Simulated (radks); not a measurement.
Valence configurations of Mn III (all share [Ar]). All-electron calculation, non-relativistic Kohn-Sham, PBE, spin-polarised, spherical densities, point nucleus; open shells are filled with parallel spins first. Program: a radial shooting solver on a logarithmic mesh with Libxc functionals. Energies are relative to 3d5; eigenvalues in eV for spin up.

valence      E (eV)  moment (Bohr magnetons)    e(3d)    e(4p)    e(4s)
3d5           0.000                        5  -26.038        -        -
3d4.5 4s0.5   3.531                        5  -28.982        -  -21.020
3d4.5 4p0.5   6.400                        5  -29.552  -15.593        -
3d4 4s1       7.982                        5  -32.107        -  -22.243
3d4 4p1      13.975                        5  -33.219  -16.859        -
3d3 4s2      21.868                        3  -38.764        -  -23.942
3d3 4s1 4p1  26.402                        5  -39.875  -18.771  -25.271
3d3 4p2      32.911                        5  -40.915  -19.293        -
3d2 4s2 4p1  45.941                        3  -47.118  -20.085  -26.983
3d1 4s2 4p2  76.113                        3  -55.771  -22.386  -29.791

NIST lists [Ar] 3d5 as the ground configuration; this level of theory agrees among the configurations tried. The energies are those of spherical high-spin densities, not of single terms.
